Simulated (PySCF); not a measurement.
## Two-component Hartree-Fock for Al (aluminium, neutral)

Start: [Ne] 3s2 3p1; 3p3/2 filled at m_j = +3/2. Calculated with PySCF 2.14 in an uncontracted even-tempered set (20 s from 0.0085 bohr⁻², ratio 2.8; 14 p from 0.011 bohr⁻², ratio 2.8; 5 d from 0.25 bohr⁻², ratio 3): generalised Hartree-Fock with the X2C-1e Hamiltonian and a Gaussian nucleus; one run each with spin-orbit coupling (SO) screened by Boettger's factors, then bare. This is a chosen level, not necessarily the ground level.

```tsv
spinor shell	electrons	ε, screened SO (eV)	ε, bare SO (eV)	weight of nominal j (bare SO)	rms radius, bare SO (bohr)
1s1/2	2	-1595.1	-1595.1	1.000	0.139
2s1/2	2	-134.11	-134.11	1.000	0.676
2p1/2	2	-87.796	-87.855	0.989	0.673
3s1/2	2	-10.738	-10.738	0.999	2.80
3p3/2	1	-5.742	-5.741	1.000	3.74
```

Task: Where does 2p3/2 lie, and what is the 2p spin-orbit splitting (bare SO)?

Result: At -87.366 eV, 0.489 eV above 2p1/2.

| quantity | screened SO | bare SO |
| --- | --- | --- |
| E (hartree) | -242.31007 | -242.31010 |
| M_J | 3/2 | 3/2 |
| ⟨J²⟩ | 3.761 | 3.761 |
| ⟨L²⟩ | 2.008 | 2.008 |
| ⟨S²⟩ | 0.753 | 0.753 |

Each row is a mean over spinors that exchange with the open shell spreads, by up to 1.650 eV (3s1/2).
